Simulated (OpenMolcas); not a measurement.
# Pt2+ in KCdF3: curves along the breathing mode

Pt2+ with its 6 nearest fluoride ions, on the Cd site of idealised cubic KCdF3 (a = 4.302 Å, distance in the model lattice 2.151 Å). The rest of the host is ab initio model potentials to 7.6 Å, with orthogonalisation functions on the cations behind the ligands, and point charges beyond; the distance is set by hand and nothing relaxes. Ligand basis ANO-RCC-VDZP.

| Quantity | Value |
| --- | --- |
| Program | OpenMolcas 26.06 |
| Method | CASSCF |
| Basis | ANO-RCC-VDZP [7s6p4d2f] |
| Scalar Hamiltonian | DKH2, point nucleus |
| Active space | 8 electrons in 5 orbitals (5d) |
| State averaging | 2S+1 = 3 even, 10 roots; 2S+1 = 1 even, 15 roots |
| Spin-orbit coupling | state interaction with AMFI integrals over the reference wave functions |

Spin-free energies (labels of O, the rotations of Oh) in cm-1 above the lowest fitted minimum, as all ligands move together:

| R (Å) | 3A2 | 1E | 3T2 | 1A1 | 3T1 | 1T2 | 1T1 |
| --- | --- | --- | --- | --- | --- | --- | --- |
| 1.984 | 14540 | 26980 | 39660 | 37390 | 47900 | 51620 | 55020 |
| 2.031 | 6180 | 18660 | 28480 | 28890 | 36570 | 40510 | 43950 |
| 2.078 | 1480 | 13990 | 21310 | 24010 | 29210 | 33390 | 36870 |
| 2.124 | 50 | 12570 | 17750 | 22360 | 25420 | 29870 | 33390 |
| 2.171 | 1550 | 14080 | 17340 | 23620 | 24750 | 29480 | 33060 |
| 2.218 | 5880 | 18400 | 19990 | 27700 | 27100 | 32150 | 35780 |
| 2.265 | 12970 | 25480 | 25610 | 34530 | 32390 | 37770 | 41460 |

Cubic fits give the following; the wavenumber is harmonic, with the mass of all moving ligands, small differences in it between states hang on the degree of the fit, a number in brackets counts states of one label, and the table is a selection of at most 14 states with clean curves.

```csv
State,R0 (Å),Breathing mode (cm-1),Minimum (cm-1)
3A2,2.123,642,0
1E,2.123,641,12520
3T2,2.153,653,17090
1A1,2.127,638,22310
3T1,2.157,647,24600
1T2,2.152,652,29230
1T1,2.152,653,32790
3T1(2),2.174,668,37580
1E(2),2.178,662,46930
1T2(2),2.177,662,47170
1A1(2),2.173,665,66800
```

The minimum of 3T2 is shifted by +0.0294 Å against 3A2 (from the unrounded fits). With M = 114.0 u for the moving shell, the Huang-Rhys factor in this mode is S = M ω ΔR² / 2ħ = 0.01483 × 114.0 × 642 × 0.0294² = 0.94. Only the first shell moves, against a rigid host.

Without dynamic correlation the repulsion within the d shell is too large (B by tens of per cent), so at a given field states of lower spin stand too high. Real 4d8 and 5d8 ions are as a rule square planar and diamagnetic. With metal d orbitals alone the field can be off either way by tens of per cent. Ligand-to-metal charge-transfer states are missing. With no ligand orbital active B as a rule stays too high, so bands that hang on it stand too high and its fall with covalency is understated. The least metal-like active orbital is 83 % on the metal (Löwdin) and no ligand orbital is active, so the numbers are rough (holds for R = 1.984). The least metal-like active orbital is 84 % on the metal (Löwdin) and no ligand orbital is active, so the numbers are rough (holds for R = 2.031). No measured value stands beside these numbers.
